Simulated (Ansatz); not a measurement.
Species: BH2, charge 0, doublet. BH2 (SMILES [BH2], doublet).
B3LYP-D3(BJ)/def2-TZVP minimum from Ansatz (a program for electronic structure):
```xyz
3

B      0.1441    -0.0062    -0.0077
H     -0.4073    -1.0572    -0.0004
H     -0.3134     1.0880     0.0389
```
Charge 0, spin multiplicity 2.

Total energies in aug-cc-pVQZ, 5 correlated electrons, 1 frozen orbitals. UHF or UKS for unpaired electrons; spin-orbit terms are left out. Cores are frozen in correlated methods. No relativity.

| method | program | energy (Eh) | minus CCSDT(Q) (mEh) |
|---|---|---|---|
| HF | Ansatz | -25.76203 | 107.76 |
| MP2 | Ansatz | -25.85033 | 19.46 |
| CCSD | Ansatz | -25.86715 | 2.64 |
| CCSD(T) | Ansatz | -25.86934 | 0.45 |
| CCSDT(Q) | Ansatz | -25.86979 | 0.00 |

Rough core times of Ansatz's runs on a shared machine: CCSD(T) 50 s, CCSDT(Q) 50 min.
